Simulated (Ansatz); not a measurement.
A structure drawn as `[SiH3]C=CBr`, with this starting geometry:

```xyz
9

Si    1.2824   -0.0258   -0.2711
C    -0.3966    0.4887   -0.0204
C    -1.3800   -0.3220    0.3257
Br   -3.1360    0.2065    0.7097
H     2.2302    0.7022    0.5963
H     1.4995   -1.4817   -0.0698
H     1.7124    0.2724   -1.6876
H    -0.5688    1.5176   -0.1417
H    -1.2431   -1.3580    0.5589
```

The species carries charge 0 and has multiplicity 1.

(1) Does it keep its bonds when Ansatz relaxes it at PBE-D4/def2-SVP and then PBE0-D4/def2-TZVP?

(2) Give the relaxed structure. (Estimate.)

Atoms count as bonded under 1.1 times the sum of their covalent radii (H–H under 0.85 Å, pairs among N, O and F under 1.55 Å), and a drawn bond as lost past 1.3 times.

Results:

(1) Yes, every drawn bond is still there and no new one forms.

(2) Ansatz gave: 
Z-matrix (Å, degrees):
```
Si
C 1 1.861
H 1 1.487 2 110.4
H 1 1.486 2 108.7 3 120.3
H 1 1.487 2 110.4 3 -119.4
C 2 1.324 1 121.1 3 -120.3
H 2 1.087 1 120.0 3 59.7
Br 6 1.886 2 124.0 1 -180.0
H 6 1.083 2 124.4 1 -0.0
```
No frequency check was run.
